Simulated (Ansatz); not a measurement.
Energy profile

The step: BNH₂F₂ ([NH2][B]([F])[F]) + H₂ → BHF₂ ([F][BH][F]) + NH₃ (still joined by a long B–N bond); bonds formed: B1–H6, N2–H5; bonds broken: H5–H6; bonds weakened to dative contacts: B1–N2 (atoms numbered as in the saddle structure below).

```
atom    x (Å)    y (Å)    z (Å)
  B1  -0.6185  -0.2532  -0.0339
  N2   0.9066   0.0224  -0.0388
  F3  -1.1482  -0.4591  -1.2565
  F4  -1.0392  -1.0276   0.9865
  H5   0.0472   1.0104   0.2520
  H6  -0.9773   1.0855   0.3228
  H7   1.4540  -0.3932   0.7007
  H8   1.3755   0.0148  -0.9327
```

Electronic energies by CCSD(T) at an estimated basis limit (MP2 extrapolated from triple and quadruple zeta, plus CCSD(T) − MP2 in triple zeta), on PBE0-D4/def2-TZVP structures; BNH4F2, singlet; no counterpoise correction. Program: Ansatz 0.2.0. Basis: def2-TZVPP and def2-QZVPP. Cores are frozen in the correlated methods. Extrapolation: Hartree–Fock as exp(−7.88 √X), correlation as X^−2.97.

(1) Give the profile in eV, counted from the separated reactants. (An estimate is asked for; the value comes from the calculation.)

T1 diagnostic: at most 0.014.

Answers

(1) By the calculation:
```tsv
point	eV
separated: BNH2F2 (linked as [NH2][B]([F])[F]; B1, N2, F3, F4, H7, H8; singlet) + H2 (H5, H6; singlet)	0.000
start structure	-0.022
saddle	2.020
end structure	0.132
separated: BHF2 (linked as [F][BH][F]; B1, F3, F4, H6; singlet) + NH3 (N2, H5, H7, H8; singlet)	0.916
```

For scale, one of the runs: CCSD(T)/def2-TZVPP, 180 basis functions, launched by `ansatz run in.yaml --threads 2 --pin off --events-out ev --progress --plain --max-ram 4352MiB`. The run took 40 s on 2 CPU threads of an Intel Xeon Platinum 8488C (shared host), with 1.9 GiB of host memory at its peak.
